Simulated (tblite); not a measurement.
Compound: C₄H₄FO₂ (charge -1).
Structure used (GFN2-xTB), in Å, numbered top down from 1:
```
atom  x, y, z in Å
O1     0.5251   -2.1126    0.4373
C2     1.2271   -1.1230    0.2256
O3     2.4434   -1.0235    0.0391
C4     0.4690    0.2777    0.2346
C5    -1.0033    0.3084    0.5346
C6    -0.5057    0.6617   -0.8244
F7    -0.7975   -0.1669   -1.8819
H8     1.0997    1.0825    0.5995
H9    -1.4430   -0.6738    0.6420
H10   -1.4442    1.0828    1.1509
H11   -0.5651    1.6893   -1.1833
```

Computed with GFN2-xTB (tblite): harmonic, unscaled wavenumbers at the GFN2-xTB geometry, gas phase. Errors from tens to a few hundred cm⁻¹ against measured bands are possible. One conformer, not necessarily the lowest.

Harmonic wavenumbers (cm⁻¹): 54.5, 123.6, 193.9, 385.5, 428.4, 467.0, 598.2, 740.7, 768.9, 804.7, 856.7, 985.8, 1025.5, 1033.2, 1063.0, 1086.4, 1132.0, 1200.1, 1288.8, 1297.7, 1363.3, 1445.7, 1813.0, 2942.4, 3006.0, 3023.7, 3077.0.

A = 4578, B = 1954, C = 1891 MHz; mass 103.020 u (most abundant isotopes); point group C1, symmetry number 1.

Task: Zero-point energy?

Result: ½Σν̃ = 16103 cm⁻¹ = 192.63 kJ/mol.

Task: What is S at 350 K and 1 bar for an ideal gas of classical rigid rotors and harmonic oscillators?

Result: Translation 169.99, rotation 116.40, vibration 72.39: S = 358.8 J/(mol K).

Task: And Cp and H(350 K) − H(0)?

Result: Cp = 115.33 J/(mol K), of which vibrations give 82.08 (their classical limit is 27 R = 224.5); H(350 K) − H(0) = 25.17 kJ/mol without the zero-point energy, 13.53 from vibrations.

Task: How do the functions run with temperature in this model?

Result: 
| T (K) | S (J/(mol K)) | Cp (J/(mol K)) | H − H(0) (kJ/mol) | G − H(0) (kJ/mol) | ln q(vib) |
| --- | --- | --- | --- | --- | --- |
| 50 | 228.4 | 44.2 | 1.89 | -9.53 | 0.27 |
| 100 | 262.3 | 54.4 | 4.36 | -21.87 | 0.87 |
| 298.15 | 341.4 | 101.8 | 19.54 | -82.25 | 3.37 |
| 373.15 | 366.4 | 121.1 | 27.91 | -108.79 | 4.36 |
| 500 | 405.8 | 148.6 | 45.10 | -157.80 | 6.09 |
| 750 | 473.5 | 184.3 | 87.12 | -267.98 | 9.48 |
| 1000 | 529.6 | 205.6 | 136.07 | -393.58 | 12.69 |

q(vib) and H(0) count from the zero-point level.

Task: Which modes carry the vibrational entropy at 350 K?

Result: 54.5 cm⁻¹: 20.77; 123.6 cm⁻¹: 14.03; 193.9 cm⁻¹: 10.42; 385.5 cm⁻¹: 5.31; 428.4 cm⁻¹: 4.61; 467.0 cm⁻¹: 4.06 J/(mol K); the other 21 give 13.19 together.

Task: What must be added to the electronic energy to get the Gibbs energy at 350 K and 1 bar?

Result: ZPE + [H(350 K) − H(0)] − T·S = 192.63 + 25.17 − 125.57 = 92.23 kJ/mol.

Hindered rotation and anharmonicity are outside this model. Other conformers, if any are populated, would add a mixing term that is left out. The structure is chiral; the term R ln 2 for an equal mix with its mirror image is left out.
